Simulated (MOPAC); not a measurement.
MOPAC input (MNDO):

```
MNDO 1SCF CHARGE=-1 GEO-OK AUX(PRECISION=9) THREADS=1
C3H3O

C     1.89810304 1   -0.00695638 1   -0.13375735 1
C     0.71704237 1   -0.18849680 1    0.06093693 1
C    -0.77587317 1   -0.34474074 1    0.26312233 1
O    -1.51511058 1    0.61783038 1   -0.26041654 1
H     2.92521377 1    0.18217212 1   -0.32181517 1
H    -0.86507089 1   -0.48866269 1    1.38731378 1
H    -0.97489164 1   -1.39498896 1   -0.12397777 1
```

From the output:

```
                                                       MOPAC v23.2.5 Linux

          FINAL HEAT OF FORMATION =         13.46397 KCAL/MOL =      56.33323 KJ/MOL

          COSMO AREA              =         96.50 SQUARE ANGSTROMS
          COSMO VOLUME            =         77.92 CUBIC ANGSTROMS

          IONIZATION POTENTIAL    =          2.784621 EV
          HOMO LUMO ENERGIES (EV) =         -2.785  6.818
          NO. OF FILLED LEVELS    =         11
          MOLECULAR WEIGHT        =         55.0561         POINT GROUP:  Cs

          MOLECULAR DIMENSIONS (Angstroms)

            Atom       Atom       Distance
            H     5    O     4     4.46207
            O     4    H     6     1.95595
            H     7    H     6     1.57556

          SCF CALCULATIONS        =          1

   ATOM   CHEMICAL          X               Y               Z
  NUMBER   SYMBOL      (ANGSTROMS)     (ANGSTROMS)     (ANGSTROMS)

     1       C          1.89810304  *  -0.00695638  *  -0.13375735  *
     2       C          0.71704237  *  -0.18849680  *   0.06093693  *
     3       C         -0.77587317  *  -0.34474074  *   0.26312233  *
     4       O         -1.51511058  *   0.61783038  *  -0.26041654  *
     5       H          2.92521377  *   0.18217212  *  -0.32181517  *
     6       H         -0.86507089  *  -0.48866269  *   1.38731378  *
     7       H         -0.97489164  *  -1.39498896  *  -0.12397777  *

                             CARTESIAN COORDINATES

   1    C        1.898103040    -0.006956380    -0.133757350
   2    C        0.717042370    -0.188496800     0.060936930
   3    C       -0.775873170    -0.344740740     0.263122330
   4    O       -1.515110580     0.617830380    -0.260416540
   5    H        2.925213770     0.182172120    -0.321815170
   6    H       -0.865070890    -0.488662690     1.387313780
   7    H       -0.974891640    -1.394988960    -0.123977770

           Empirical Formula: C3 H3 O  =     7 atoms

      MOLECULAR POINT GROUP   :   Cs

                  EIGENVALUES
 -33.48126 -29.21675 -20.40131 -13.99641  -9.47125  -8.94063  -8.02972  -5.75955
  -5.75008  -3.01257  -2.78462   6.81762   6.87588   8.95698  10.36085  10.60052
  10.81274  12.66139  14.60267

              NET ATOMIC CHARGES AND DIPOLE CONTRIBUTIONS

  ATOM NO.   TYPE          CHARGE      No. of ELECS.   s-Pop       p-Pop
    1          C          -0.361557        4.3616     1.23175     3.12981
    2          C          -0.090989        4.0910     1.30301     2.78798
    3          C           0.404672        3.5953     1.16066     2.43467
    4          O          -0.749962        6.7500     1.91226     4.83771
    5          H           0.116577        0.8834     0.88342
    6          H          -0.159371        1.1594     1.15937
    7          H          -0.159371        1.1594     1.15937
 DIPOLE           X         Y         Z       TOTAL
 POINT-CHG.     3.294    -1.111     0.427     3.503
 HYBRID         1.020    -0.370     0.148     1.095
 SUM            4.314    -1.481     0.574     4.597

          ATOMIC ORBITAL ELECTRON POPULATIONS

     Atom    s        px        py        pz
    1  C   1.23175   0.91851   1.10638   1.10492
    2  C   1.30301   0.98209   0.90178   0.90411
    3  C   1.16066   0.75630   0.85535   0.82302
    4  O   1.91226   1.61442   1.47613   1.74716
    5  H   0.88342
    6  H   1.15937
    7  H   1.15937

 **********************
 *                    *
 * JOB ENDED NORMALLY *
 *                    *
 **********************

 == MOPAC DONE ==
```

The dipole moment of an ion depends on the origin.

The geometry given is a B3LYP-D3(BJ)/def2-TZVP minimum.
